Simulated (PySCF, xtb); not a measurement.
C4H7BFN, SMILES B(C)(F)C=C=CN.

xtb with GFN2-xTB at its own geometry gives an orbital gap of 2.67 eV and a dipole moment of 2.91 D.

Coordinates come from a B3LYP-D3(BJ)/def2-SVP optimisation. The structure was generated by enumeration; whether it is a known compound was not checked. The values are those of a single conformer.

**Question.** What does M06-2X/def2-TZVP (PySCF) give? (An estimate is asked for; the answer gives what the named calculation found.)

**Answer.** gap 7.01 eV (levels -7.41 and -0.40 eV), dipole 2.88 D.
